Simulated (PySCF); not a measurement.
## Radial density of Li⁺ (lithium, charge +1)

UHF, 1s2, closed-shell 1S. All numbers are calculated (PySCF 2.14, scalar relativity by spin-free X2C-1e, in aug-cc-pVDZ-DK (4s3p2d, 23 functions)).

```json
{"r (bohr)": "0.00703", "4πr²ρ (e/bohr)": "0.008073"}
{"r (bohr)": "0.0118", "4πr²ρ (e/bohr)": "0.02242"}
{"r (bohr)": "0.0199", "4πr²ρ (e/bohr)": "0.06067"}
{"r (bohr)": "0.0334", "4πr²ρ (e/bohr)": "0.1574"}
{"r (bohr)": "0.0562", "4πr²ρ (e/bohr)": "0.3890"}
{"r (bohr)": "0.0946", "4πr²ρ (e/bohr)": "0.8762"}
{"r (bohr)": "0.159", "4πr²ρ (e/bohr)": "1.705"}
{"r (bohr)": "0.268", "4πr²ρ (e/bohr)": "2.597"}
{"r (bohr)": "0.450", "4πr²ρ (e/bohr)": "2.687"}
{"r (bohr)": "0.757", "4πr²ρ (e/bohr)": "1.501"}
{"r (bohr)": "1.27", "4πr²ρ (e/bohr)": "0.3097"}
{"r (bohr)": "2.14", "4πr²ρ (e/bohr)": "0.01243"}
{"r (bohr)": "3.60", "4πr²ρ (e/bohr)": "2.892e-05"}
```

Densities and radii are taken from the X2C orbitals without a picture-change correction, which distorts them close to the nucleus.
